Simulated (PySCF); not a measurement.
What does the PBE0-D3(BJ)/def2-SVP structure of `C#Cc1ccc(C(F)(F)F)cc1` look like in three dimensions?

```
atom  x, y, z in Å
C1     4.0882    0.3711   -0.1294
C2     2.8810    0.2585   -0.0972
C3     1.4591    0.1276   -0.0566
C4     0.8666   -1.1171    0.2119
C5    -0.5163   -1.2445    0.2523
C6    -1.3244   -0.1310    0.0249
C7    -2.8203   -0.2469    0.1184
F8    -3.4277    0.4880   -0.8188
F9    -3.2663    0.1857    1.3038
F10   -3.2338   -1.5087   -0.0222
C11   -0.7471    1.1113   -0.2476
C12    0.6340    1.2420   -0.2881
H13    5.1578    0.4697   -0.1583
H14    1.5043   -1.9850    0.3874
H15   -0.9735   -2.2140    0.4567
H16   -1.3843    1.9777   -0.4354
H17    1.0907    2.2097   -0.5023
```

Any rigid rotation of these coordinates is as good. Atoms count from 1 in this order. The 6-membered ring C3–C4–C5–C6–C11–C12 has internal angles of 119.1° to 120.5° (sum 720°, against 720° for a flat polygon); it is planar, 0.00 Å rms from its mean plane, widest ring torsion 0°. Of the pairs four or more bonds apart, F10···H15 is among the closest relative to their van der Waals radii: 2.42 Å, 90 % of the sum of Bondi's values. The 9 C–C bonds span 1.213 Å (C1≡C2, drawn triple) to 1.503 Å (C6–C7, drawn single), a spread of 0.290 Å. All 3 C–F bonds measure 1.335 to 1.338 Å.

Bonds between heavy atoms (Å): C1≡C2 1.213, C2–C3 1.428, C3–C4 1.404, C4–C5 1.389, C5–C6 1.394, C6–C7 1.503, C7–F8 1.337, C7–F9 1.338, C7–F10 1.335, C6–C11 1.397, C11–C12 1.388, C3–C12 1.406.

Computed with PBE0-D3(BJ)/def2-SVP geometry optimisation, gas phase (PySCF).

Point group: near Cs, missed by 0.37 Å at most; the miss may be what the optimiser left on a soft mode. PBE0-D3(BJ)/def2-SVP frequencies: not computed here.

The run took about 2.4 min of CPU time (one thread, shared machine). That covers the optimisation of the geometry.
